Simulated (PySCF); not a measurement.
## Telling isomers of C₆H₉NOSi apart by NMR

Gas phase, no relativistic terms, one averaged value for each set of equivalent atoms, one conformer. Shieldings: GIAO PBE0/pcSseg-1; GFN2-xTB geometry; PySCF.

Referencing at the same level of theory: ¹H (31.72 ppm), ¹³C (186.93 ppm) vs TMS. Where no couplings were computed, multiplicities follow the n + 1 count of equivalent neighbours, and m marks all less simple cases (inequivalent or close neighbours, rings, F or P nearby). Shifts are as computed. Against solution values, carbons near 30 ppm lie about +3 ppm off and those near 130 ppm about +5 ppm. Of 1309 compounds with measured shifts, 239 miss one by over three times the rms of a fit or turn the order of signals round; such compounds aren't used in these exercises. OH and NH positions are gas-phase values without hydrogen bonding to other molecules.

(1) Tabulate the signals of `N#CCC1=C[SiH2]CCO1`, `N#C[C@@H]1[SiH2]C[C@@]12C[C@H]2O`, `CO[SiH2]c1ccccn1`, `C=C(C#N)C[SiH2]C(C)=O` and their relative energies.

(2) What is the quickest way to tell N#CCC1=C[SiH2]CCO1 from C=C(C#N)C[SiH2]C(C)=O?

(3) What is the quickest way to tell N#C[C@@H]1[SiH2]C[C@@]12C[C@H]2O from C=C(C#N)C[SiH2]C(C)=O?

(4) What is the quickest way to tell CO[SiH2]c1ccccn1 from C=C(C#N)C[SiH2]C(C)=O?

Answers

(1) 
```tsv
SMILES	carbon types	δC	δH	E rel. (kcal/mol)
N#CCC1=C[SiH2]CCO1	2×C 1×CH 3×CH2	172.0, 121.8, 93.1, 69.6, 28.1, 7.5	4.79 (t, 1H), 4.47 (m, 2H), 4.45 (m, 2H), 2.88 (s, 2H), 0.94 (m, 2H)	32.3
N#C[C@@H]1[SiH2]C[C@@]12C[C@H]2O	2×C 2×CH 2×CH2	128.1, 62.7, 29.4, 23.6, 20.0, 15.9	5.01 (m, 1H), 4.89 (m, 1H), 3.59 (m, 1H), 2.93 (br s, 1H), 2.21 (m, 1H), 2.04 (m, 1H), 1.14 (m, 1H), 0.83 (m, 1H), 0.81 (m, 1H)	54.1
CO[SiH2]c1ccccn1	1×C 4×CH 1×CH3	168.2, 155.1, 139.9, 136.5, 128.0, 54.2	9.05 (d, 1H), 8.01 (m, 1H), 7.90 (m, 1H), 7.34 (m, 1H), 5.19 (s, 2H), 4.02 (s, 3H)	0.0
C=C(C#N)C[SiH2]C(C)=O	3×C 2×CH2 1×CH3	242.3, 141.6, 124.0, 123.8, 42.8, 21.3	6.29 (br s, 1H), 6.12 (br s, 1H), 4.45 (t, 2H), 2.47 (s, 3H), 2.07 (t, 2H)	41.1
```

Energies are electronic energies at PBE0/pcSseg-1 on these geometries, without zero-point or thermal terms, each for the one conformer computed, which needn't be the lowest.

(2) Both give the same number of carbon signals, but DEPT or the intensities differ. The first has a β carbon of an enol-ether or enamine type C=C (CH) at 93.1 ppm, the second a carbonyl carbon (C) at 242.3 ppm. Their most deshielded carbons lie at 172.0 and 242.3 ppm. In the proton spectra the most deshielded non-exchanging signals are 4.79 (t, 1H) and 6.29 (br s, 1H).

(3) Both give the same number of carbon signals, but DEPT or the intensities differ. The first has a three-membered-ring carbon (CH) at 62.7 ppm, the second a carbonyl carbon (C) at 242.3 ppm. Their most deshielded carbons lie at 128.1 and 242.3 ppm. In the proton spectra the most deshielded non-exchanging signals are 5.01 (m, 1H) and 6.29 (br s, 1H).

(4) Both give the same number of carbon signals, but DEPT or the intensities differ. The first has an aromatic CH next to a ring nitrogen at 155.1 ppm, the second a carbonyl carbon (C) at 242.3 ppm. Their most deshielded carbons lie at 168.2 and 242.3 ppm. In the proton spectra the most deshielded non-exchanging signals are 9.05 (d, 1H) and 6.29 (br s, 1H).
